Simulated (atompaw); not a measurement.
Which change was made? (Rb, PAW (atompaw))

| Property | Result |
| --- | --- |
| Element | rubidium |
| Generator | atompaw 4.2.0.5 |
| Type | PAW |
| Functional | PBEsol |
| Relativity | scalar-relativistic |
| Frozen core | [Ar] 3d10 4s2 |
| Valence charge | 7 |
| Reference configuration | 4p6 5s1 5p0 |
| Partial waves | 5s (bound): rc 3.00 bohr; 5s channel at 0.7 Ry: rc 3.00 bohr; 4p (bound): rc 2.70 bohr; 5p (bound, empty): rc 3.00 bohr; 4d channel at 0.45 Ry: rc 3.00 bohr; 4d channel at 0.8 Ry: rc 3.00 bohr |
| Local potential | troulliermartins scheme with l = 3 at -0.5 Ry, radius 2.10 bohr |
| Core correction | smooth core density matched at 2.75 bohr |
| Augmentation charge | besselshape compensation charge, radius 2.85 bohr; PAW radius 3.00 bohr; waves and projectors: custom polynom vanderbiltortho |

Cutoffs, loose and tight: the cutoffs (Ry, on a coarse ladder) from which the occupation-weighted sum of valence levels, in a spherical-Bessel basis at the reference potential, stays within 10 and 1 mRy of its value at 400 Ry. They see the waves, projectors and local potential, not the compensation charge or the core.

The base gives: outcome: generated; cutoff, loose: 10 Ry; cutoff, tight: 18 Ry; bound ghosts: s.

Question: After one change the result is: outcome: generated; cutoff, loose: 15 Ry; cutoff, tight: 30 Ry; bound ghosts: none. Which change was it?
A. waves 5s (bound); 5s channel at 0.7 Ry; 4p (bound); 5p (bound); 4d channel at 0.45 Ry; 4d channel at 0.8 Ry; augmentation besselshape compensation charge, radius 2.85 bohr; PAW radius 3.00 bohr; waves and projectors: bloechl
B. core [Ar] 3d10, valence charge 9; reference 4s2 4p6 4d1 5s0 5p0; waves now 4s (bound): rc 2.55 bohr; 5s (bound): rc 3.00 bohr; 4p (bound): rc 1.70 bohr; 5p (bound): rc 3.00 bohr; 4d (bound): rc 3.00 bohr; 4d channel at 0.45 Ry: rc 3.00 bohr; local potential troulliermartins scheme with l = 3 at -0.5 Ry, radius 2.65 bohr; core correction smooth core density matched at 1.70 bohr; augmentation besselshape compensation charge, radius 2.55 bohr; PAW radius 3.00 bohr; waves and projectors: custom polynom vanderbiltortho
C. augmentation besselshape compensation charge, radius 2.85 bohr; PAW radius 3.00 bohr; waves and projectors: custom polynom2 7 10 vanderbiltortho

Answer: B. The others give: waves 5s (bound); 5s channel at 0.7 Ry; 4p (bound); 5p (bound); 4d channel at 0.45 Ry; 4d channel at 0.8 Ry; augmentation besselshape compensation charge, radius 2.85 bohr; PAW radius 3.00 bohr; waves and projectors: bloechl → outcome: generated, no UPF (negative core plus compensation charge); cutoff, loose: 30 Ry; cutoff, tight: 50 Ry; bound ghosts: s | augmentation besselshape compensation charge, radius 2.85 bohr; PAW radius 3.00 bohr; waves and projectors: custom polynom2 7 10 vanderbiltortho → outcome: generated; cutoff, loose: 25 Ry; cutoff, tight: 50 Ry; bound ghosts: s.
